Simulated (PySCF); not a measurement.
H4Si2 (SMILES [SiH][SiH3]), singlet, at the geometry of the source list.

PySCF was given this input:
```python
from pyscf import gto, scf, dft

mol = gto.Mole()
mol.atom = '''
    Si   -0.55400000   -0.01010000   -0.00640000
    Si    1.55890000    0.86810000   -0.09950000
    H    -0.93970000   -0.99400000   -1.03200000
    H    -1.48610000    1.11320000   -0.20730000
    H    -0.98950000   -0.62700000    1.25750000
    H     2.41040000   -0.35010000    0.08770000
'''
mol.basis = 'sto-3g'
mol.verbose = 4
mol.build()

mf = dft.RKS(mol)
mf.xc = 'b3lyp'
mf.kernel()
mf.analyze()
```

Problem. What does this run give for the total energy, number of basis functions, HOMO energy, dipole moment, HOMO-LUMO gap?

Solution. 
total energy: -574.5845 Eh
number of basis functions: 22
HOMO energy: -3.02 eV
dipole moment: 0.96 D
HOMO-LUMO gap: 3.55 eV
